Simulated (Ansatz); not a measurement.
Spectroscopic constants of ZrC, multiplicity 3 (lowest of 2S+1 = 1, 3, 5, 7 at CCSD(T)/def2-TZVPP on PBE0 minima; our sources give no spin for the ground state, which may be another). No spin–orbit coupling. The T1 diagnostic near the minimum is 0.054, so single-reference values are doubtful.

The constants come from a fifth-degree fit in 1/R (seven points, main isotopes). Runs in def2 and cc sets follow the lowest solution found near the PBE0 minimum.

Run with Ansatz (Gaussian orbitals).  In def2 rows elements past Kr take small-core potentials, without spin–orbit coupling.

Task: What bond length and harmonic frequency does B97M-V/def2-TZVPP give?

Result: r_e = 1.791 Å, ω_e = 945 cm⁻¹.

Task: What bond length and harmonic frequency does B3LYP/def2-TZVPP give?

Result: r_e = 1.795 Å, ω_e = 938 cm⁻¹.

Task: What bond length and harmonic frequency does PBE0/def2-TZVPP give?

Result: r_e = 1.779 Å, ω_e = 969 cm⁻¹.

Ansatz is a quantum-chemistry and plane-wave program.
